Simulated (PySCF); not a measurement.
Cartesian coordinates in Å; atom numbers follow the order of the lines, from 1:
```xyz
14

C    -2.8115   -0.1705    0.7805
C    -1.5627    0.1667    0.4616
C    -0.5852   -0.8134    0.0730
C     0.6976   -0.6074   -0.2690
F     1.4262   -1.7057   -0.5999
C     1.4908    0.6051   -0.3585
C     2.7705    0.6649   -0.7152
F     0.8423    1.7481   -0.0455
H    -3.1450   -1.1953    0.7637
H    -3.5390    0.5675    1.0689
H    -1.2623    1.2021    0.4908
H    -0.9202   -1.8431    0.0526
H     3.3118   -0.2259   -0.9696
H     3.2860    1.6064   -0.7556
```

[PySCF: PBE0/pcSseg-1 with gauge-including orbitals; GFN2-xTB structure; single conformer; no solvent model; no relativistic terms]

Problem. Predict the 2D correlation tables (HSQC, COSY, HMBC).

Solution. 

HSQC (one-bond C–H):
| δH | δC |
| --- | --- |
| 7.27 (H11) | 138.0 (C2) |
| 6.37 (H12) | 122.5 (C3) |
| 5.66 (H9) | 129.2 (C1) |
| 5.57 (H10) | 129.2 (C1) |
| 5.34 (H13) | 102.3 (C7) |
| 5.32 (H14) | 102.3 (C7) |

COSY cross peaks (H two or three bonds apart, from the bond graph; peaks can be absent where the dihedral angle is near 90°):
| δH | δH |
| --- | --- |
| 7.27 (H11) | 6.37 (H12) |
| 7.27 (H11) | 5.66 (H9) |
| 7.27 (H11) | 5.57 (H10) |
| 5.66 (H9) | 5.57 (H10) |
| 5.34 (H13) | 5.32 (H14) |

HMBC (two and three bonds, from the bond graph):
| δH | δC |
| --- | --- |
| 7.27 (H11) | 159.8 (C4), 129.2 (C1), 122.5 (C3) |
| 6.37 (H12) | 168.9 (C6), 159.8 (C4), 138.0 (C2), 129.2 (C1) |
| 5.66 (H9) | 138.0 (C2), 122.5 (C3) |
| 5.57 (H10) | 138.0 (C2), 122.5 (C3) |
| 5.34 (H13) | 168.9 (C6), 159.8 (C4) |
| 5.32 (H14) | 168.9 (C6), 159.8 (C4) |

Referencing at the same level of theory: TMS for ¹H (31.72 ppm) and ¹³C (186.93 ppm).

Short H···H contacts in this conformer between protons four or more bonds apart (candidates for NOE cross peaks, intensity ∝ r⁻⁶): H9···H12 2.42 Å.

Shifts are as computed. Against solution values, carbons near 30 ppm lie about +3 ppm off and those near 130 ppm about +5 ppm. Of 1211 compounds with measured shifts, 218 miss one by over three times the rms of a fit or turn the order of signals round; such compounds aren't used in these exercises.
